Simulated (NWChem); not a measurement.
# ZrH4O; SMILES [OH][ZrH3]

All runs: NWChem. Structure relaxed at the PBE0/def2-SVP level. def2 effective core potentials on Zr; no spin-orbit coupling. Level M06-L/def2-SVP: energy and gradient on several grids; changes count from the extra-fine grid, which is no exact limit either.

```csv
grid,size of the energy change (μHa),largest change of a gradient component (μHa/bohr),"time, medium = 1 (rough)"
xcoarse,8000,8000,0.5
coarse,700,500,about 1
medium,10,200,about 1
fine,< 10,100,about 1
xfine,< 10,< 30,2
```
